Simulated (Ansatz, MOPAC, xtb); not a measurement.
Spectroscopic constants of ZrAl, multiplicity 4 (lowest of 2S+1 = 2, 4, 6 at CCSD(T)/def2-TZVPP on PBE0 minima; our sources give no spin for the ground state, which may be another). No spin–orbit coupling. The T1 diagnostic near the minimum is 0.071, so single-reference values are doubtful.

The constants come from a fifth-degree fit in 1/R (seven points, main isotopes). In def2 and cc sets the state is the lowest found near the PBE0 minimum, followed along R.

Codes used: Ansatz (Gaussian basis) for Hartree–Fock, density functionals and correlated methods; MOPAC for PM7 (differences of heats of formation); xtb for the GFN methods. Values without a source in brackets are computed. In def2 rows elements past Kr take small-core potentials, without spin–orbit coupling. The GFN methods have no spin term and hold the electronic entropy of 300 K.

```tsv
level	r_e (Å)	ω_e (cm⁻¹)	ω_e x_e (cm⁻¹)	α_e (cm⁻¹)	dipole (D)
PM7	2.767	245	0.26	5.6e-6	-
GFN2-xTB	2.733	342	1.6	0.00067	-
SVWN5/def2-TZVPP	2.679	274	0.99	0.00056	0.78
CAM-B3LYP/def2-TZVPP	2.690	271	1.1	0.00059	0.89
wB97X-V/def2-TZVPP	2.686	278	1.1	0.00058	1.13
wB97M-V/def2-TZVPP	2.688	277	1.1	0.00058	0.50
```

The state that PM7 reach isn't checked; PM7 holds dispersion and hydrogen-bond terms.

Doubts at one or more of the structures used: a spin-contaminated determinant (SVWN5/def2-TZVPP, CAM-B3LYP/def2-TZVPP, wB97X-V/def2-TZVPP).

Ansatz is an electronic-structure program.
